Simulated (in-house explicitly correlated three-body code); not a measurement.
Computed with an exponentially correlated three-body code. Model: two electrons around a point charge, non-relativistic, variational in 260 exponentially correlated functions (energies converged to about 1e-7 hartree, or 1e-8 relative for large Z).

For this charge the correlation energy is taken as exact minus Hartree-Fock, from which it differs by microhartrees, and the kinetic parts follow from it.

For two electrons in a singlet the Kohn-Sham orbital is the square root of half the density, so the exact Kohn-Sham potential and energy parts follow from the density alone, and exchange is minus half the Hartree energy. The Kohn-Sham level equals minus the binding energy of the second electron.

Command:
```bash
python run_hyl.py task.json out
```
Settings (lengths in bohr, energies in hartree):
```
Z                      8.3
interaction_strength   1
functions              260
states_tried           13
```

Run time, properties included: 59 s on 1 thread of Intel(R) Xeon(R) Platinum 8175M CPU @ 2.50GHz (Skylake/Cascade Lake) (shared host).

**Those bound S and P states to n = 4 that converged, binding against the one-electron ion.**

Given: nuclear charge 8.3.

Computed: one-electron threshold -34.445 hartree.

| term | energy (hartree) | binding (eV) | quantum defect |
| --- | --- | --- | --- |
| 1 1S | -63.8591331 | 800.4 | 0.048235 |
| 2 3S | ? | ? | ? |
| 2 3P | -41.2578668 | 185.39 | 0.02238 |
| 2 1S | -41.2455017 | 185.05 | 0.020583 |
| 2 1P | -41.0531476 | 179.82 | -0.0080198 |
| 3 3S | -37.526949 | 83.864 | 0.059676 |
| 3 3P | -37.4488859 | 81.74 | 0.021716 |
| 3 1S | -37.4478793 | 81.713 | 0.021217 |
| 3 1P | ? | ? | ? |
| 4 3S | -36.1603213 | 46.676 | 0.05874 |
| 4 3P | -36.1283543 | 45.806 | 0.021493 |
| 4 1S | -36.1283043 | 45.805 | 0.021434 |
| 4 1P | -36.1049596 | 45.17 | -0.0064443 |

**Question.** What belongs in the row 2 3S?

**Answer.** energy (hartree): -41.5444924; binding (eV): 193.19; quantum defect: 0.062712.

**Question.** What belongs in the row 3 1P?

**Answer.** energy (hartree): -37.3920738; binding (eV): 80.194; quantum defect: -0.0068541.

**Converged states only, values per electron or pair.**

| term | mean r (bohr) | mean r squared (bohr²) | mean inverse r (1/bohr) | mean r12 (bohr) | mean inverse r12 (1/bohr) | mean cosine | mean p1 dot p2 (bohr⁻²) | delta r1 (bohr⁻³) | delta r12 (bohr⁻³) |
| --- | --- | --- | --- | --- | --- | --- | --- | --- | --- |
| 1 1S | 0.18932 | 0.048082 | 7.9876 | 0.27929 | 4.8752 | -0.015992 | 0.99092 | 167.83 | 17.892 |
| 2 3S | 0.478 | 0.37185 | 5.0935 | 0.80524 | 1.463 | -0.0053404 | 0.074568 | 100.14 | - |
| 2 3P | 0.42396 | 0.28923 | 5.0745 | 0.70906 | 1.7209 | -0.071541 | -4.2159 | 90.225 | - |
| 2 1S | 0.49308 | 0.40014 | 5.0717 | 0.82668 | 1.6985 | -0.0081076 | 0.086461 | 99.542 | 3.0605 |
| 2 1P | ? | ? | ? | ? | ? | ? | ? | ? | ? |
| 3 3S | 0.97985 | 1.8182 | 4.5642 | 1.7915 | 0.71237 | -0.0017733 | 0.021863 | 93.629 | - |
| 3 3P | ? | ? | ? | ? | ? | ? | ? | ? | - |
| 3 1S | 1.0019 | 1.9097 | 4.5585 | 1.8335 | 0.7749 | -0.0025953 | 0.02715 | 93.503 | 0.89227 |
| 3 1P | 0.95034 | 1.7261 | 4.5544 | 1.7293 | 0.81954 | 0.011773 | 1.019 | 91.026 | 0.26044 |
| 4 3S | 1.6872 | 5.7578 | 4.3817 | 3.2006 | 0.41589 | -0.00076926 | 0.0091487 | 92.095 | - |
| 4 3P | 1.6483 | 5.5281 | 4.3795 | 3.1238 | 0.44344 | -0.0068616 | -0.38475 | 90.925 | - |
| 4 1S | 1.7165 | 5.9725 | 4.3794 | 3.2584 | 0.44113 | -0.0011188 | 0.011666 | 92.051 | 0.37321 |
| 4 1P | 1.6706 | 5.6875 | 4.3777 | 3.1663 | 0.45978 | 0.0046333 | 0.40726 | 91.009 | 0.11293 |

**Question.** What belongs in the row 2 1P?

**Answer.** mean r (bohr): 0.43584; mean r squared (bohr²): 0.30813; mean inverse r (1/bohr): 5.0578; mean r12 (bohr): 0.70658; mean inverse r12 (1/bohr): 1.8526; mean cosine: 0.048433; mean p1 dot p2 (bohr⁻²): 4.0276; delta r1 (bohr⁻³): 91.178; delta r12 (bohr⁻³): 0.80162.

**Question.** What belongs in the row 3 3P?

**Answer.** mean r (bohr): 0.93345; mean r squared (bohr²): 1.6599; mean inverse r (1/bohr): 4.5589; mean r12 (bohr): 1.7014; mean inverse r12 (1/bohr): 0.78054; mean cosine: -0.017368; mean p1 dot p2 (bohr⁻²): -0.98691; delta r1 (bohr⁻³): 90.808.

**Exact Kohn-Sham parts of the ground state from its density.**

Computed: total energy -63.8591331 hartree; Kohn-Sham kinetic 63.815 hartree; Hartree energy 9.9298 hartree; exchange energy -4.9649 hartree; kinetic part of the DFT correlation energy 0.044129 hartree; exact minus restricted Hartree-Fock -0.045496 hartree; Kohn-Sham level -800.4 eV; restricted Hartree-Fock level -800.68 eV; dipole polarisability 0.0022731 bohr³.

**Question.** What is the C6 of two such species?

**Answer.** 0.0001032 hartree·bohr⁶.

**Question.** What is the potential part of the DFT correlation energy?

**Answer.** -0.089625 hartree.

**Functionals on the exact density and self-consistent, errors are functional minus exact, hybrids only self-consistent, a dash where a self-consistent run leaves the top level unbound.**

```json
{"result": "r2SCAN0", "exchange error (millihartree)": "-", "correlation error (millihartree)": "-", "functional driven error (millihartree)": "-", "density driven error (millihartree)": "-", "self consistent total error (millihartree)": "-1.4105", "top level plus exact binding (eV)": "32.477"}
{"result": "RPBE", "exchange error (millihartree)": "12.108", "correlation error (millihartree)": "-2.2263", "functional driven error (millihartree)": "9.8813", "density driven error (millihartree)": "-1.4545", "self consistent total error (millihartree)": "8.4268", "top level plus exact binding (eV)": "48.56"}
{"result": "r2SCAN", "exchange error (millihartree)": "?", "correlation error (millihartree)": "?", "functional driven error (millihartree)": "?", "density driven error (millihartree)": "?", "self consistent total error (millihartree)": "?", "top level plus exact binding (eV)": "?"}
{"result": "LDA PW92", "exchange error (millihartree)": "702.81", "correlation error (millihartree)": "-145.88", "functional driven error (millihartree)": "556.93", "density driven error (millihartree)": "-2.6037", "self consistent total error (millihartree)": "554.32", "top level plus exact binding (eV)": "53.85"}
{"result": "M06-L", "exchange error (millihartree)": "-55.849", "correlation error (millihartree)": "-12.982", "functional driven error (millihartree)": "-68.831", "density driven error (millihartree)": "-2.3449", "self consistent total error (millihartree)": "-71.176", "top level plus exact binding (eV)": "43.089"}
{"result": "B3LYP VWN-RPA", "exchange error (millihartree)": "-", "correlation error (millihartree)": "-", "functional driven error (millihartree)": "-", "density driven error (millihartree)": "-", "self consistent total error (millihartree)": "41.232", "top level plus exact binding (eV)": "38.532"}
{"result": "BLYP", "exchange error (millihartree)": "35.85", "correlation error (millihartree)": "-4.7351", "functional driven error (millihartree)": "31.115", "density driven error (millihartree)": "-1.4428", "self consistent total error (millihartree)": "29.672", "top level plus exact binding (eV)": "48.321"}
{"result": "AM05", "exchange error (millihartree)": "543.38", "correlation error (millihartree)": "-121.36", "functional driven error (millihartree)": "422.02", "density driven error (millihartree)": "-1.7524", "self consistent total error (millihartree)": "420.27", "top level plus exact binding (eV)": "53.119"}
{"result": "HSE06", "exchange error (millihartree)": "-", "correlation error (millihartree)": "-", "functional driven error (millihartree)": "-", "density driven error (millihartree)": "-", "self consistent total error (millihartree)": "?", "top level plus exact binding (eV)": "?"}
{"result": "PBE0", "exchange error (millihartree)": "-", "correlation error (millihartree)": "-", "functional driven error (millihartree)": "-", "density driven error (millihartree)": "-", "self consistent total error (millihartree)": "68.927", "top level plus exact binding (eV)": "36.583"}
{"result": "LDA VWN5", "exchange error (millihartree)": "702.81", "correlation error (millihartree)": "-146.86", "functional driven error (millihartree)": "555.95", "density driven error (millihartree)": "-2.6027", "self consistent total error (millihartree)": "553.35", "top level plus exact binding (eV)": "53.837"}
{"result": "TPSS", "exchange error (millihartree)": "-3.6606", "correlation error (millihartree)": "-3.1376", "functional driven error (millihartree)": "-6.7982", "density driven error (millihartree)": "-0.3626", "self consistent total error (millihartree)": "-7.1608", "top level plus exact binding (eV)": "45.317"}
{"result": "PW91", "exchange error (millihartree)": "80.944", "correlation error (millihartree)": "-14.587", "functional driven error (millihartree)": "66.357", "density driven error (millihartree)": "-1.4238", "self consistent total error (millihartree)": "64.933", "top level plus exact binding (eV)": "48.608"}
{"result": "revTPSS", "exchange error (millihartree)": "-3.1204", "correlation error (millihartree)": "-5.2623", "functional driven error (millihartree)": "-8.3827", "density driven error (millihartree)": "-0.24105", "self consistent total error (millihartree)": "-8.6238", "top level plus exact binding (eV)": "44.599"}
```

**Question.** What belongs in the row r2SCAN?

**Answer.** exchange error (millihartree): -4.0797; correlation error (millihartree): 1.815; functional driven error (millihartree): -2.2647; density driven error (millihartree): -0.31378; self consistent total error (millihartree): -2.5785; top level plus exact binding (eV): 43.599.

**Question.** What belongs in the row HSE06?

**Answer.** self consistent total error (millihartree): 63.213; top level plus exact binding (eV): 36.963.

The density-driven part is never positive, since each functional's own density lowers its energy. Here it is small beside the functional-driven part (median ratio 0.031), the normal case.
